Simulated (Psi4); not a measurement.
Psi4 input (wB97X-D/6-311+G**):

```
memory 1500 MB

molecule {
-1 1
O    -1.26213500   -0.63499000    0.61597600
Si   -0.04589700   -0.23066000   -0.58548900
O    -0.04721500    1.50636800   -0.32287600
O     1.36339100   -0.59978500    0.39629000
H    -0.79083900   -0.84514700    1.43309400
H    -0.63235300    1.67663400    0.42718400
H     1.63341500    0.22501300    0.82145300
symmetry c1
no_reorient
no_com
}

set {
  basis 6-311+G**
  reference rks
  scf_type df
  df_basis_scf def2-universal-jkfit
  dft_radial_points 99
  dft_spherical_points 590
  e_convergence 1e-8
  d_convergence 1e-7
  maxiter 150
}

e = energy('wb97x-d')
print_out(f'\nFINAL {e:.10f} DIPOLE {variable("CURRENT DIPOLE")[0]:.6f} {variable("CURRENT DIPOLE")[1]:.6f} {variable("CURRENT DIPOLE")[2]:.6f}\n')
```

Output:

```
   => Loading Basis Set <=

    Name: 6-311+G**
    Role: ORBITAL
    Keyword: BASIS
    atoms 1, 3-4 entry O          line   171 file 6-311pgss.gbs
    atoms 2      entry SI         line   351 file 6-311pgss.gbs
    atoms 5-7    entry H          line    42 file 6-311pgss.gbs

   => WB97X-D: Empirical Dispersion <=

    Chai and Head-Gordon Dispersion Correction
    Chai, J.-D.; Head-Gordon, M. (2010), J. Chem. Phys., 132: 6615-6620

        s6 =       1.000000

         ---------------------------------------------------------
                                   SCF
               by Justin Turney, Rob Parrish, Andy Simmonett
                          and Daniel G. A. Smith
                              RKS Reference
         ---------------------------------------------------------

  ==> Geometry <==

    Molecular point group: c1
    Full point group: C1

    Geometry (in Angstrom), charge = -1, multiplicity = 1:

       Center              X                  Y                   Z               Mass
    ------------   -----------------  -----------------  -----------------  -----------------
         O           -1.262135000000    -0.634990000000     0.615976000000    15.994914619570
         SI          -0.045897000000    -0.230660000000    -0.585489000000    27.976926534650
         O           -0.047215000000     1.506368000000    -0.322876000000    15.994914619570
         O            1.363391000000    -0.599785000000     0.396290000000    15.994914619570
         H           -0.790839000000    -0.845147000000     1.433094000000     1.007825032230
         H           -0.632353000000     1.676634000000     0.427184000000     1.007825032230
         H            1.633415000000     0.225013000000     0.821453000000     1.007825032230

  Running in c1 symmetry.

  Rotational constants: A =      0.22141  B =      0.22141  C =      0.14225 [cm^-1]
  Rotational constants: A =   6637.58762  B =   6637.58609  C =   4264.61682 [MHz]
  Nuclear repulsion =  172.907191350911575

  Charge       = -1
  Multiplicity = 1
  Electrons    = 42
  Nalpha       = 21
  Nbeta        = 21

  ==> Algorithm <==

  SCF Algorithm Type is DF.
  DIIS enabled.
  MOM disabled.
  Fractional occupation disabled.
  Guess Type is SAD.
  Energy threshold   = 1.00e-08
  Density threshold  = 1.00e-07
  Integral threshold = 1.00e-12

  ==> Primary Basis <==

  Basis Set: 6-311+G**
    Blend: 6-311+G**
    Number of shells: 56
    Number of basis functions: 114
    Number of Cartesian functions: 118
    Spherical Harmonics?: true
    Max angular momentum: 2

  ==> DFT Potential <==

   => LibXC <=

    Version 7.1.2
    S. Lehtola, C. Steigemann, M. J. T. Oliveira, and M. A. L. Marques,  SoftwareX 7, 1–5 (2018) (10.1016/j.softx.2017.11.002)

   => Composite Functional: WB97X-D <=

    wB97X-D Hyb-GGA Exchange-Correlation Functional

    J.-D. Chai and M. Head-Gordon,  Phys. Chem. Chem. Phys. 10, 6615–6620 (2008) (10.1039/B810189B)

    Deriv               =              1
    GGA                 =           TRUE
    Meta                =          FALSE

    Exchange Hybrid     =           TRUE
    MP2 Hybrid          =          FALSE

   => Exchange-Correlation Functionals <=

    1.0000   wB97X-D range-separated functional

   => Exact (HF) Exchange <=

    0.7780            HF,LR [omega = 0.2000]
    0.2220               HF

   => LibXC Density Thresholds  <==

    XC_HYB_GGA_XC_WB97X_D:  1.00E-14

   => Molecular Quadrature <=

    Radial Scheme          =       TREUTLER
    Pruning Scheme         =           NONE
    Nuclear Scheme         =       TREUTLER

    Blocking Scheme        =         OCTREE
    BS radius alpha        =              1
    Pruning alpha          =              1
    Radial Points          =             99
    Spherical Points       =            590
    Total Points           =         393352
    Total Blocks           =           2860
    Max Points             =            256
    Max Functions          =            113
    Weights Tolerance      =       1.00E-15

   => Loading Basis Set <=

    Name: DEF2-UNIVERSAL-JKFIT
    Role: JKFIT
    Keyword: DF_BASIS_SCF
    atoms 1, 3-4 entry O          line   318 file def2-universal-jkfit.gbs
    atoms 2      entry SI         line   737 file def2-universal-jkfit.gbs
    atoms 5-7    entry H          line    18 file def2-universal-jkfit.gbs

  ==> Integral Setup <==

  SCF_SUBTYPE=INCORE selected. In-core MEM_DF algorithm will be used.
  Using in-core AOs.

  ==> MemDFJK: Density-Fitted J/K Matrices <==

    J tasked:                   Yes
    K tasked:                   Yes
    wK tasked:                  Yes
    Omega:                2.000E-01
    Algorithm:                 Core
    Schwarz Cutoff:           1E-12
    Mask sparsity (%):       1.7852
    Fitting Condition:        1E-10

   => Auxiliary Basis Set <=

  Basis Set: DEF2-UNIVERSAL-JKFIT
    Blend: DEF2-UNIVERSAL-JKFIT
    Number of shells: 131
    Number of basis functions: 413
    Number of Cartesian functions: 494
    Spherical Harmonics?: true
    Max angular momentum: 4

  Cached 50.0% of DFT collocation blocks in 0.502 [GiB].

  Minimum eigenvalue in the overlap matrix is 1.1000774620E-03.
  Reciprocal condition number of the overlap matrix is 1.3428576732E-04.
    Using symmetric orthogonalization.

  ==> Pre-Iterations <==

  SCF Guess: Superposition of Atomic Densities via on-the-fly atomic UHF (no occupation information).

   -------------------------
    Irrep   Nso     Nmo
   -------------------------
     A        114     114
   -------------------------
    Total     114     114
   -------------------------

  ==> Iterations <==

                           Total Energy        Delta E     RMS |[F,P]|

   @DF-RKS iter SAD:  -515.96382616630274   -5.15964e+02   0.00000e+00
   @DF-RKS iter   1:  -516.62325170515453   -6.59426e-01   1.02159e-02 ADIIS/DIIS
   @DF-RKS iter   2:  -516.39833261531385    2.24919e-01   1.25064e-02 ADIIS/DIIS
   @DF-RKS iter   3:  -517.11073262320326   -7.12400e-01   5.88491e-04 ADIIS/DIIS
   @DF-RKS iter   4:  -517.11224190569567   -1.50928e-03   1.63293e-04 ADIIS/DIIS
   @DF-RKS iter   5:  -517.11243195923748   -1.90054e-04   4.55234e-05 DIIS
   @DF-RKS iter   6:  -517.11246207748650   -3.01182e-05   9.10814e-06 DIIS
   @DF-RKS iter   7:  -517.11246529220682   -3.21472e-06   4.32149e-06 DIIS
   @DF-RKS iter   8:  -517.11246588262281   -5.90416e-07   8.05370e-07 DIIS
   @DF-RKS iter   9:  -517.11246592461634   -4.19935e-08   2.12808e-07 DIIS
   @DF-RKS iter  10:  -517.11246592657130   -1.95496e-09   1.62203e-07 DIIS
   @DF-RKS iter  11:  -517.11246592683801   -2.66709e-10   4.59013e-08 DIIS
  Energy and wave function converged.

  ==> Post-Iterations <==

   Electrons on quadrature grid:
      Ntotal   =   41.9999992748 ; deviation = -7.252e-07

    Orbital Energies [Eh]
    ---------------------

    Doubly Occupied:

       1A    -66.070698     2A    -19.043994     3A    -19.043987
       4A    -19.043980     5A     -5.196727     6A     -3.542242
       7A     -3.542242     8A     -3.537247     9A     -0.917914
      10A     -0.881544    11A     -0.881539    12A     -0.433877
      13A     -0.385546    14A     -0.385542    15A     -0.311443
      16A     -0.259947    17A     -0.259943    18A     -0.213151
      19A     -0.201163    20A     -0.201159    21A     -0.078315

    Virtual:

      22A      0.191285    23A      0.204839    24A      0.204839
      25A      0.211949    26A      0.311348    27A      0.311348
      28A      0.344674    29A      0.344675    30A      0.368730
      31A      0.388755    32A      0.395349    33A      0.395350
      34A      0.426096    35A      0.433514    36A      0.433514
      37A      0.460184    38A      0.466073    39A      0.466074
      40A      0.476669    41A      0.516524    42A      0.556545
      43A      0.556547    44A      0.613962    45A      0.615910
      46A      0.615911    47A      0.766840    48A      0.766843
      49A      0.795657    50A      0.894637    51A      0.910206
      52A      0.910216    53A      0.978410    54A      1.158927
      55A      1.158935    56A      1.282368    57A      1.282371
      58A      1.304948    59A      1.334587    60A      1.334590
      61A      1.344585    62A      1.369303    63A      1.404177
      64A      1.404178    65A      1.514994    66A      1.551865
      67A      1.551865    68A      1.643792    69A      1.651307
      70A      1.651310    71A      1.743783    72A      1.743790
      73A      1.883370    74A      1.924667    75A      1.974791
      76A      1.974799    77A      2.316099    78A      2.316103
      79A      2.330070    80A      2.741275    81A      2.741278
      82A      2.925284    83A      3.159019    84A      3.159022
      85A      3.170095    86A      3.323138    87A      3.374292
      88A      3.374294    89A      3.403067    90A      3.403254
      91A      3.403257    92A      3.475402    93A      3.559358
      94A      3.559359    95A      4.109294    96A      4.109297
      97A      4.125694    98A      5.253169    99A      5.258270
     100A      5.258272   101A      5.303981   102A      5.387996
     103A      5.388002   104A      5.781164   105A      5.781169
     106A      5.813370   107A      6.087791   108A     11.712086
     109A     11.712086   110A     11.747326   111A     50.235531
     112A     50.235538   113A     50.245953   114A    141.540685

    Final Occupation by Irrep:
              A
    DOCC [    21 ]
    NA   [    21 ]
    NB   [    21 ]

  @DF-RKS Final Energy:  -517.11246592683801

   => Energetics <=

    Nuclear Repulsion Energy =            172.9071913509115745
    One-Electron Energy =               -1067.8025299979908596
    Two-Electron Energy =                 411.9689907635771533
    DFT Exchange-Correlation Energy =     -34.1845988451036789
    Empirical Dispersion Energy =          -0.0015191982322749
    VV10 Nonlocal Energy =                  0.0000000000000000
    Total Energy =                       -517.1124659268380128

Computation Completed

Properties will be evaluated at   0.000000,   0.000000,   0.000000 [a0]

Properties computed using the SCF density matrix

 Multipole Moments:

 ------------------------------------------------------------------------------------
     Multipole            Electronic (a.u.)      Nuclear  (a.u.)        Total (a.u.)
 ------------------------------------------------------------------------------------

 L = 1.  Multiply by 2.5417464519 to convert [e a0] to [Debye]
 Dipole X            :          0.1199077           -0.0000132            0.1198945
 Dipole Y            :          0.6022592            0.0000076            0.6022667
 Dipole Z            :          1.5286945            0.0000094            1.5287039
 Magnitude           :                                                    1.6474330

 ------------------------------------------------------------------------------------

FINAL -517.1124659268 DIPOLE 0.119894 0.602267 1.528704

*** Psi4 exiting successfully. Buy a developer a beer!
```

The dipole moment of an ion depends on the origin.

The geometry given is a B3LYP-D3(BJ)/def2-TZVP minimum.
